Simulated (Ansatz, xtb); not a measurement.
## Two isomers of C3H8FGeN

Structure X is `C=[CH][Ge@]([CH3])([NH2])[F]`, a singlet and structure Y is `[H]/N=C\[C@@H](C)[GeH2][F]`, a singlet. Both are isolated molecules in the gas phase, relaxed with B3LYP-D3(BJ)/def2-SVP; each stands in its lowest conformer found.

X (Å):

```xyz
14

C     3.0150    2.2121   -0.9517
C     1.8708    2.8288   -1.2699
C    -0.9414    1.5187   -2.4190
F     0.5710    0.5128   -0.0666
Ge    0.1504    2.0240   -0.8911
N    -0.8054    3.1163    0.2154
H     3.9939    2.6577   -1.1628
H     3.0134    1.2320   -0.4633
H     1.8977    3.8110   -1.7577
H    -1.1418    2.4001   -3.0462
H    -1.9004    1.0973   -2.0825
H    -0.4145    0.7632   -3.0191
H    -0.3051    3.4446    1.0390
H    -1.7221    2.7732    0.4956
```

Y (Å):

| atom | x (Å) | y (Å) | z (Å) |
| --- | --- | --- | --- |
| C | 1.2300 | 1.0719 | -1.1902 |
| C | 0.7919 | 1.5817 | 0.1836 |
| C | 0.1548 | 0.5472 | 1.0764 |
| F | -0.7869 | 3.6650 | 1.6315 |
| Ge | -0.4630 | 3.1043 | 0.0006 |
| N | -0.2039 | -0.6368 | 0.7847 |
| H | 1.9378 | 0.2320 | -1.0941 |
| H | 1.7308 | 1.8617 | -1.7705 |
| H | 0.3748 | 0.7148 | -1.7881 |
| H | 1.6477 | 2.0171 | 0.7300 |
| H | -0.0349 | 0.8914 | 2.1086 |
| H | 0.0117 | -0.8587 | -0.1958 |
| H | 0.1782 | 4.2881 | -0.7514 |
| H | -1.8148 | 2.6718 | -0.5983 |

Quicker runs give these differences E(Y) − E(X): GFN2-xTB −2.4 kcal/mol; HF/STO-3G +16.7 kcal/mol (at GFN2-xTB geometries); r2SCAN-D4/def2-SVP +17.5 kcal/mol (at GFN2-xTB geometries).

Question: Estimate which is lower in electronic energy at CCSD(T)/def2-SVP + ΔMP2/def2-TZVPP, and by roughly how much.

Answer: The CCSD(T)/def2-SVP + ΔMP2/def2-TZVPP calculation puts structure X lower, by 25.6 kcal/mol.

The same difference at several levels:

```tsv
level	geometry	E(Y) − E(X) (kcal/mol)	departure from the last row (kcal/mol)	job, with rough time for the two
GFN2-xTB	GFN2-xTB	−2.4	−28.0	optimisation, 0.24 s
HF/STO-3G	GFN2-xTB	+16.7	−8.9	single point, 0.46 s
r2SCAN-D4/def2-SVP	GFN2-xTB	+17.5	−8.1	single point, 4.3 s
B3LYP-D3(BJ)/def2-SVP	B3LYP-D3(BJ)/def2-SVP	+19.4	−6.2	optimisation, 1.8 min
HF/def2-SVP	B3LYP-D3(BJ)/def2-SVP	+23.5	−2.0	part of the CCSD(T) run
MP2/def2-SVP	B3LYP-D3(BJ)/def2-SVP	+20.6	−5.0	part of the CCSD(T) run
CCSD(T)/def2-SVP	B3LYP-D3(BJ)/def2-SVP	+19.1	−6.5	single point
CCSD(T)/def2-SVP + ΔMP2/def2-TZVPP	B3LYP-D3(BJ)/def2-SVP	+25.6		single point, 87 s
```

As drawn, Y has 1 C=N, 2 C–C, 2 Ge–H in place of 1 C=C, 1 C–Ge, 1 Ge–N, 1 C–H, 1 N–H.

GFN2-xTB puts the two in the other order. The largest departure from CCSD(T)/def2-SVP + ΔMP2/def2-TZVPP is that of GFN2-xTB, 28.0 kcal/mol. The last row adds to CCSD(T) the change of the MP2 difference between the two basis sets, here +6.5 kcal/mol, a large step that makes the value less sure.

With thermal terms from frequencies at re-optimised GFN2-xTB minima (ideal gas, soft modes damped towards free rotors, one conformer each, 298.15 K, 1 atm): the zero-point term adds −1.1 kcal/mol; ΔH is +23.5 and ΔG +25.4 kcal/mol.

The correlated steps freeze 14 core orbitals; the filled d shell of Ge is correlated, in a basis made for valence electrons. Codes used: Ansatz 0.2.0, xtb 6.7.1; the last row on 4 threads of Arm Neoverse V1 on a shared host.
